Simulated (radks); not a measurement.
The numbers below are computed, except where a source is named.
The selenium ion Se+ inside a hard spherical wall (all orbitals vanish at R), configuration held at [Ar] 3d10 4s2 4p3 and not refilled when levels cross. Code: a radial shooting solver on a logarithmic mesh with Libxc functionals. Model: non-relativistic Kohn-Sham, PBE, spin-unpolarised, spherical densities, point nucleus. Eigenvalues in eV, with the zero of energy where the potential of the charges vanishes at infinity; a dash marks a level that is unbound or too diffuse for the functional's potential to be trusted. A positive occupied level is held by the wall or, in an anion where self-interaction has pushed it up, behind a barrier. The pressure on the wall is -dE/dV.

R (bohr)	E (hartree)	kinetic (hartree)	e(3p)	e(3d)	e(4s)	e(4p)	e(5s, empty)	e(4d, empty)	pressure (GPa)
free	-2400.75641	2399.323	-161.86	-64.929	-26.231	-15.423	-	-	0
15	-2400.75641	2399.323	-161.86	-64.929	-26.231	-15.423	-5.217	-	< 0.0001
12	-2400.75641	2399.323	-161.86	-64.929	-26.231	-15.423	-5.202	-3.519	< 0.0001
10	-2400.75640	2399.323	-161.86	-64.929	-26.231	-15.423	-5.121	-3.457	0.000107
7	-2400.75568	2399.331	-161.81	-64.884	-26.196	-15.387	-3.934	-2.833	0.0641
4	-2400.59403	2400.315	-158.62	-61.724	-23.788	-12.407	14.310	4.679	42.6
3.5	-2400.35586	2401.457	-155.83	-58.984	-21.397	-9.360	27.725	10.038	139
2.5	-2398.11221	2409.824	-142.23	-45.650	-4.818	10.942	101.93	39.518	1980
2	-2393.16727	2425.826	-125.35	-28.740	25.966	46.165	211.53	82.869	10000
